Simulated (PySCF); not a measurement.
## Electron correlation in As (arsenic, neutral)

[Ar] 3d10 4s2 4p3, high-spin 4S determinant. Computed with PySCF 2.14 in jorge-DZP-DKH (8s6p2d1f, 43 functions), with the spin-free X2C one-electron Hamiltonian (Gaussian nucleus). Frozen: [Ar] 3d10; 5 electrons correlated.

MP2 pair energies summed by pair of shells (mhartree):

| pair | energy | share (%) |
| --- | --- | --- |
| 4s-4p | -15.44 | 62.6 |
| 4s-4s | -5.76 | 23.4 |
| 4p-4p | -3.46 | 14.0 |

Total MP2 correlation energy: -24.65 mhartree.

Same-spin part -5.39 and opposite-spin part -19.26 mhartree; SCS-MP2 scales them by 1/3 and 6/5 to -24.91 mhartree.

| level | correlation energy (mhartree) |
| --- | --- |
| CCSD | -30.21 |
| (T) | -0.21 |
| CCSD(T) | -30.42 |

Diagnostics: T1 = 0.0031, D1 = 0.0079, largest double amplitude 0.027.

Cost of the coupled-cluster step: 0.28 s of wall time on 1 thread of Neoverse-V2 (shared host), for 5 correlated electrons.
